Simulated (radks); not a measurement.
Q: Radial electron density D(r) = 4 pi r^2 rho(r) of an atom or ion with 55 electrons. Method: Dirac Kohn-Sham, BLYP, spin-unpolarised, spherical densities, finite nucleus; Fermi nuclear charge, rms radius of each element as measured or else 0.836 A^(1/3) + 0.57 fm; computed with a radial shooting solver on a logarithmic mesh with Libxc functionals.

r (bohr)  D(r) (e/bohr)
0.001246          3.307
0.00145           4.272
0.001702          5.571
0.001981          7.137
0.002306          9.097
0.002706          11.67
0.00315           14.68
0.003697          18.53
0.004304          22.90
0.005011          27.99
0.00588           34.11
0.006845          40.54
0.008033          47.73
0.009352          54.63
0.01089           61.14
0.01278           66.96
0.01487           70.91
0.01745           72.89
0.02032           72.53
0.02365           70.29
0.02776           66.91
0.03232           64.26
0.03792           63.91
0.04415           67.19
0.05139           74.04
0.06031           83.27
0.07021           90.68
0.0824            93.25
0.09592           89.00
0.1117            79.96
0.131             70.57
0.1526            67.20
0.1776            70.86
0.2084            77.60
0.2426            78.76
0.2847            68.96
0.3315            51.82
0.3859            35.54
0.4528            27.27
0.5272            28.04
0.6186            31.17
0.7202            30.13
0.8384            24.26
0.9839            16.41
1.145             10.78
1.344             7.676
1.565             6.282
1.822             5.124
2.138             3.686
2.489             2.366
2.921             1.386
3.4              0.9002
3.958            0.6859
4.645            0.5525
5.407            0.4145
6.346            0.2576
7.387            0.1340
8.6             0.05605
10.09           0.01732
11.75          0.004349
13.79         0.0007426

What is the nuclear charge?

A: Z = 55. The innermost maximum, from 1s, lies near gamma/Z bohr with gamma = sqrt(1 - (Z/c)^2) = 0.916, here 0.0167 bohr (found: 0.0183), and its height grows with Z. The density is that of neutral caesium in [Kr] 4d10 5s2 5p5 6s2; the configuration itself is not fixed sharply by these data, and Z only to a few units. D(r) has 4 maxima, at r = 0.0183, 0.0804, 0.229, 0.649 bohr, and minima at 0.0356, 0.151, 0.475 bohr, inside which lie 2.02, 11.19, 28.93 electrons.
